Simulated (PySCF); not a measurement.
C5H5FO, SMILES C1O[C@@](C#C)(C1)F.

Geometry optimised at ωB97X-D3(BJ)/def2-SVP. The structure was generated by enumeration; whether it is a known compound was not checked.

Vertical ionisation energy (IE) and electron affinity (EA) in eV. Rows of orbital energies are one-electron estimates. Where ΔSCF, EOM or ADC give a negative EA the extra electron is unbound and the value depends on the basis.

```
level                                          IE    EA
-------------------------------------------  ----  ----
−ε(HOMO), −ε(LUMO), ωB97X/def2-TZVP (PySCF)   ___   ___
−ε(HOMO), −ε(LUMO), PBE/def2-TZVP (PySCF)    6.67  0.84
```

Problem. Complete the blanks. (An estimate is asked for; the answer gives what the named calculation found.)

Solution. 
- −ε(HOMO), −ε(LUMO), ωB97X/def2-TZVP (PySCF), IE: 10.59
- −ε(HOMO), −ε(LUMO), ωB97X/def2-TZVP (PySCF), EA: -2.41
